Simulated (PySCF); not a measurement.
Two structures of GeNH4F, singlet, reached by relaxing down either side of one saddle point (PBE0-D4/def2-TZVP). Energies are electronic, without zero-point energy. PySCF 2.14 with density fitting (its default auxiliary sets; JK sets also for MP2 and CCSD(T)); basis: def2-TZVPP and def2-QZVPP; cores frozen in the correlated methods. Filled d shells of the heavier atoms are correlated. The def2 sets are not built for correlating such inner shells, so the correlated values are less sure here. Extrapolation: Hartree–Fock as exp(−7.88 √X), correlation as X^−2.97. First:

```
7
angstrom
Ge -0.1842 -0.5341 0.4849
F 1.2745 -0.5342 1.4544
N -0.0872 0.6712 -0.8638
H 0.5987 0.4845 -1.5801
H -0.2741 -1.9440 -0.1040
H -1.3020 -0.1278 1.4477
H -0.0419 1.6424 -0.5924
```

Second:

```xyz
7
angstrom
Ge -0.9175 -0.0386 0.6660
F 2.1538 -0.9303 -1.0544
N 0.1780 0.6159 -0.4610
H 1.4506 -0.2936 -0.8899
H -0.6399 -1.4393 1.1969
H -2.1775 0.6517 1.2088
H -0.0522 1.5503 -0.7844
```

Problem. Which bonds change from the first to the second?

Solution. GeNH₄F ([NH2][GeH2][F]) → GeNH₃ ([NH][GeH2]) + HF; bonds formed: F2–H4; bonds broken: Ge1–F2, N3–H4.

Problem. Give the saddle point's structure and its height above each. (Judge from chemistry; the value comes from the calculation.)

Solution. By the calculation: 275.2 kJ/mol above the first and 40.5 kJ/mol above the second (CCSD(T) at an estimated basis limit (MP2 extrapolated from triple and quadruple zeta, plus CCSD(T) − MP2 in triple zeta)).
```
7
angstrom
Ge -0.5966 -0.2704 0.4252
F 1.6841 -0.5096 0.0175
N -0.2521 0.5958 -1.0354
H 1.1632 0.0416 -0.6713
H -0.7618 -1.7866 0.3656
H -0.8997 0.3272 1.8133
H -0.3370 1.6021 -0.9149
```

No T1 diagnostic of these runs exceeds 0.019. The restricted Hartree–Fock reference is unstable towards an unrestricted one at one or more of these structures.

Labels in which every atom is bracketed show which atoms are joined, not bond orders.

For scale, one of the runs: CCSD(T)/def2-TZVPP, 166 basis functions, launched by `OMP_NUM_THREADS=4 python run.py`. Hardware: 4 CPU threads of a Oxide Virtual Turin-like, shared host. Wall time 2.9 min; peak host memory 1.7 GiB.
